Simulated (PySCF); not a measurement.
C4N4O4Si, SMILES O=C=N[Si](N=C=O)(N=C=O)N=C=O. Heavy atoms are numbered as in [O:1]=[C:2]=[N:3][Si:4]([N:5]=[C:6]=[O:7])([N:8]=[C:9]=[O:10])[N:11]=[C:12]=[O:13].

Geometry optimised at B3LYP-D3(BJ)/def2-SVP. The isomer is the one that the SMILES or the coordinates give; other isomers of the formula were not compared. One conformer was computed; it need not be the lowest.

Level of theory: PySCF with PBE/def2-SVP.

ESP charges are fitted to the potential on shells at 1.4 to 2.0 van der Waals radii. Atomic charges (e), one atom of each kind:

| atom | Mulliken | ESP fit |
|---|---|---|
| O1 | [?] | -0.33 |
| C2 | [?] | 0.64 |
| N3 | [?] | -0.61 |
| Si4 | [?] | 1.21 |

Question: Fill in the missing entries. (Estimate from the structure and the level; the computed values follow.)

Answer: 
- O1, Mulliken: -0.07
- C2, Mulliken: 0.04
- N3, Mulliken: -0.14
- Si4, Mulliken: 0.70

Computed Mayer and Wiberg (Löwdin basis) orders of the bonds:
```
bond     Mayer  Wiberg
-------  -----  ------
O1–C2     2.22    2.41
C2–N3     1.90    2.19
N3–Si4    1.03    1.12
Si4–N5    1.03    1.12
N5–C6     1.90    2.19
C6–O7     2.22    2.41
Si4–N8    1.03    1.12
N8–C9     1.90    2.19
C9–O10    2.22    2.41
Si4–N11   1.03    1.12
N11–C12   1.90    2.19
C12–O13   2.22    2.41
```
